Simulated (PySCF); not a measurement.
Compound: C₃H₄F₃O₃S (charge -1).
Cartesian coordinates in Å at the PBE0-D3(BJ)/def2-SVP level; atoms count from 1:
```xyz
14
C3H4F3O3S angstrom
O     -2.0975   -0.3698    1.6027
S     -2.1103    0.2550    0.2599
O     -1.9725    1.7301    0.2784
O     -3.1428   -0.2609   -0.6592
C     -0.5401   -0.3027   -0.4836
C      0.6133    0.1809    0.3649
C      1.9697   -0.1597   -0.1625
F      2.9477    0.2811    0.6512
F      2.1575   -1.4838   -0.2978
F      2.2087    0.3820   -1.3694
H     -0.5090    0.1136   -1.5008
H     -0.5819   -1.4000   -0.5432
H      0.5152   -0.2412    1.3765
H      0.5435    1.2752    0.4616
```

The closed-shell ground state was solved at several levels (PySCF, density fitting, gas phase, non-relativistic). The geometry's basis has no diffuse functions, a weakness for an anion. No diffuse functions stand in pcSseg-1, which bears on an anion's orbital energies.

```
           level  basis functions  total energy (Eh)  HOMO (eV)  LUMO (eV)  gap (eV)
wB97X-D/pcSseg-1              197         -1039.9002      -4.32       7.34     11.66
   PBE0/pcSseg-1              197         -1039.3114      -2.37       5.54      7.91
```

Q: Estimate the row for wB97X-D/def2-SVPD, a basis of 257 functions; the other rows only guide the guess.

A: Total energy -1039.4159 Eh, HOMO -4.73 eV, LUMO 5.12 eV, gap 9.85 eV.

Q: Over all these levels, which gives the widest orbital gap and which the narrowest?

A: wB97X-D/pcSseg-1 (range-separated hybrid) has the widest, 11.66 eV, and PBE0/pcSseg-1 (global hybrid, 25 % exact exchange) the narrowest, 7.91 eV. The two share the basis. From the narrowest to the widest the HOMO moves by -1.95 eV and the LUMO by +1.80 eV.

One conformer stands for the species.

The pairwise dispersion term of wB97X-D wasn't added to the energies; at a given geometry it leaves orbitals and properties as they are.
